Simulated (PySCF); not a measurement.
**Molecular orbitals of GaO**

BHandHLYP at R = 1.711 Å; basis Ga def2-TZVPP, O def2-TZVPP; no relativity; PySCF 2.14. State: ²Σ⁺ (doublet), unpaired electrons σ ↑. Only the outer orbitals are listed, counted within each symmetry.

```json
{"spin": "α", "orbital": "9σ", "occ.": "1", "ε (eV)": "-13.59", "on Ga (%)": "30", "main shells (%)": "66 O p, 28 Ga s"}
{"spin": "α", "orbital": "4π", "occ.": "1", "ε (eV)": "-10.16", "on Ga (%)": "10", "main shells (%)": "90 O p"}
{"spin": "α", "orbital": "4π", "occ.": "1", "ε (eV)": "-10.16", "on Ga (%)": "10", "main shells (%)": "90 O p"}
{"spin": "α", "orbital": "10σ", "occ.": "1", "ε (eV)": "-9.10", "on Ga (%)": "84", "main shells (%)": "62 Ga s, 21 Ga p, 16 O p"}
{"spin": "α", "orbital": "5π", "occ.": "0", "ε (eV)": "-0.56", "on Ga (%)": "96", "main shells (%)": "92 Ga p"}
{"spin": "α", "orbital": "5π", "occ.": "0", "ε (eV)": "-0.56", "on Ga (%)": "96", "main shells (%)": "92 Ga p"}
{"spin": "β", "orbital": "8σ", "occ.": "1", "ε (eV)": "-25.21", "on Ga (%)": "50", "main shells (%)": "50 O s, 44 Ga d"}
{"spin": "β", "orbital": "9σ", "occ.": "1", "ε (eV)": "-10.38", "on Ga (%)": "75", "main shells (%)": "73 Ga s, 21 O p"}
{"spin": "β", "orbital": "4π", "occ.": "1", "ε (eV)": "-9.50", "on Ga (%)": "13", "main shells (%)": "87 O p, 10 Ga p"}
{"spin": "β", "orbital": "4π", "occ.": "1", "ε (eV)": "-9.50", "on Ga (%)": "13", "main shells (%)": "87 O p, 10 Ga p"}
{"spin": "β", "orbital": "10σ", "occ.": "0", "ε (eV)": "-2.99", "on Ga (%)": "49", "main shells (%)": "51 O p, 25 Ga p, 23 Ga s"}
{"spin": "β", "orbital": "5π", "occ.": "0", "ε (eV)": "-0.32", "on Ga (%)": "94", "main shells (%)": "91 Ga p"}
{"spin": "β", "orbital": "5π", "occ.": "0", "ε (eV)": "-0.32", "on Ga (%)": "94", "main shells (%)": "91 Ga p"}
```

Which are the highest filled and the lowest empty level, where do they sit, and how wide is the gap?

Highest filled α 10σ at -9.10 eV (in %: 62 Ga s, 21 Ga p, 16 O p); lowest empty β 10σ at -2.99 eV (in %: 51 O p, 25 Ga p, 23 Ga s); the gap at BHandHLYP is 6.11 eV.

The bond order (Mayer) is 1.51 and the ⟨S²⟩ is 0.772. The charge on Ga (Mulliken, basis-dependent) is 0.47 and the charge on Ga (Löwdin, basis-dependent) is 0.24. The dipole moment (positive dipole means Ga(−)O(+)) is -3.55 D.

Spin–orbit coupling is left out. The state was picked by a PBE0 search and need not be the measured ground state.
